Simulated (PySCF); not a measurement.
# Group charges in `FC(F)(F)SCC([SiH3])[SiH3]`

Species: C3H9F3SSi2.
Numbering: `[F:1][C:2]([F:3])([F:4])[S:5][CH2:6][CH:7]([SiH3:8])[SiH3:9]` (hydrogens: H10, H11 on C6; H12 on C7; H13, H14, H15 on Si8; H16, H17, H18 on Si9)

Geometry (GFN2-xTB, Å), atoms numbered from 1 in this order:
```
atom  x, y, z in Å
F1     3.626   -1.771   -0.216
C2     2.587   -0.956   -0.064
F3     2.226   -1.020    1.225
F4     3.019    0.292   -0.271
S5     1.250   -1.421   -1.204
C6     0.239    0.113   -1.118
C7    -0.443    0.350    0.208
Si8   -1.525    1.921    0.069
Si9   -1.407   -1.194    0.802
H10    0.901    0.930   -1.409
H11   -0.486   -0.048   -1.916
H12    0.320    0.565    0.961
H13   -2.551    1.697   -0.951
H14   -0.677    3.044   -0.340
H15   -2.124    2.199    1.371
H16   -2.241   -0.785    1.930
H17   -2.230   -1.661   -0.316
H18   -0.494   -2.252    1.228
```

Atomic charges (e) from the PBE0/pcSseg-1 density (PySCF):

```
atom  Mulliken      IAO  Hirshfeld  ESP-fitted
  F1   -0.2437  -0.2617    -0.0863     -0.1146
  C2   +0.6932  +0.6981    +0.2453     +0.3762
  F3   -0.2538  -0.2764    -0.0824     -0.1220
  F4   -0.2553  -0.2747    -0.0830     -0.1270
  S5   +0.0093  +0.0938    +0.0140     -0.1227
  C6   -0.3257  -0.3222    -0.0711     -0.4356
  C7   -0.8004  -0.6457    -0.2011     -0.1071
 Si8   +0.5023  +0.5957    +0.3149     +0.2830
 Si9   +0.5202  +0.5832    +0.2872     +0.3010
 H10   +0.1847  +0.1616    +0.0377     +0.1647
 H11   +0.1764  +0.1620    +0.0504     +0.2510
 H12   +0.1935  +0.1596    +0.0292     +0.1157
 H13   -0.0695  -0.1180    -0.0746     -0.0872
 H14   -0.0711  -0.1128    -0.0748     -0.0696
 H15   -0.0640  -0.1076    -0.0706     -0.0718
 H16   -0.0812  -0.1172    -0.0766     -0.0978
 H17   -0.0689  -0.1192    -0.0772     -0.0617
 H18   -0.0458  -0.0983    -0.0811     -0.0745
```

Problem. Cut each of the bonds C2–S5, S5–C6, C6–C7 and Si8–C7 in turn and sum the charges on the side of the atom named first.

Solution. In e; the other side holds the opposite charge:

```csv
bond cut,piece,atoms,Mulliken,IAO,Hirshfeld,ESP-fitted
C2–S5,CF3,4,-0.060,-0.115,-0.006,+0.013
S5–C6,CF3S,5,-0.050,-0.021,+0.008,-0.110
C6–C7,C2H2F3S,8,-0.015,-0.019,+0.025,-0.130
Si8–C7,SiH3,4,+0.298,+0.257,+0.095,+0.054
```

Extremes among these pieces. Mulliken: lowest CF3 at C2, highest SiH3 at Si8; IAO: lowest CF3 at C2, highest SiH3 at Si8; Hirshfeld: lowest CF3 at C2, highest SiH3 at Si8; ESP-fitted: lowest C2H2F3S at C6, highest SiH3 at Si8.

Problem. Do the schemes agree better on the pieces than on the single atoms at the cuts?

Solution. The spread between schemes averages 0.161 e for the pieces and 0.337 e for the atoms named first; it is smaller for the piece at 4 of the 4 cuts. On average they agree better on the pieces.

The structure is a single GFN2-xTB conformer in the gas phase; no vibrational or solvent corrections.
